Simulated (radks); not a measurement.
All-electron atom: Ti+ in [Ar] 3d2 4s1.

Calculated with a radial shooting solver on a logarithmic mesh with Libxc functionals: scalar-relativistic Kohn-Sham, PBE, spin-polarised, spherical densities, finite nucleus; open shells are filled with parallel spins first; Fermi nuclear charge, rms radius 3.5921 fm.

Energy parts (hartree):
total: -853.34364
kinetic: 860.54748
electron-nucleus: -2023.37229
Hartree: 351.30084
exchange-correlation: -41.81968

Orbitals (lengths in bohr, moments of r in powers of bohr; <r^-3> diverges for s and p1/2; r(90%) holds 90 % of the orbital's charge):
| orbital | occ. | eigenvalue (hartree) | <1/r> | r(90%) | <r> | <r^-3> |
|---|---|---|---|---|---|---|
| 1s up | 1 | -179.1902 | 21.80 | 0.124 | 0.06959 | - |
| 1s down | 1 | -179.1893 | 21.80 | 0.124 | 0.06959 | - |
| 2s up | 1 | -20.00002 | 4.546 | 0.505 | 0.3250 | - |
| 2s down | 1 | -19.97867 | 4.549 | 0.505 | 0.3248 | - |
| 2p up | 3 | -16.59237 | 4.448 | 0.477 | 0.2900 | 264.5 |
| 2p down | 3 | -16.57566 | 4.452 | 0.476 | 0.2897 | 264.9 |
| 3s up | 1 | -2.59513 | 1.395 | 1.51 | 1.008 | - |
| 3s down | 1 | -2.52480 | 1.396 | 1.51 | 1.007 | - |
| 3p up | 3 | -1.72208 | 1.262 | 1.68 | 1.087 | 30.29 |
| 3p down | 3 | -1.65111 | 1.263 | 1.67 | 1.085 | 30.33 |
| 3d up | 2 | -0.44493 | 0.8936 | 2.63 | 1.512 | 2.019 |
| 3d down | 0 | -0.37114 | 0.8986 | 2.61 | 1.501 | 2.047 |
| 4s up | 1 | -0.40204 | 0.4163 | 4.62 | 3.131 | - |

The highest occupied level is 4s up at -10.940 eV. Summed over all electrons, <r^2> = 28.68 bohr^2, which gives a Langevin (diamagnetic) susceptibility term of -22.7 x 10^-6 cm^3/mol. The electron density at the nucleus is 8544 e/bohr^3 (large components only). Spin moment in Bohr magnetons: 3. For comparison, the ionisation energy in NIST's Atomic Spectra Database is 13.576 eV (measured). In exact Kohn-Sham theory the highest level is minus the ionisation energy, but local and semilocal functionals leave it too shallow, through self-interaction and a potential that decays too fast; potentials with the right tail come closer. The spin density at the nucleus is 4.120 e/bohr^3 (1s 0.045, 2s -0.517, 3s -0.004, 4s 4.596).
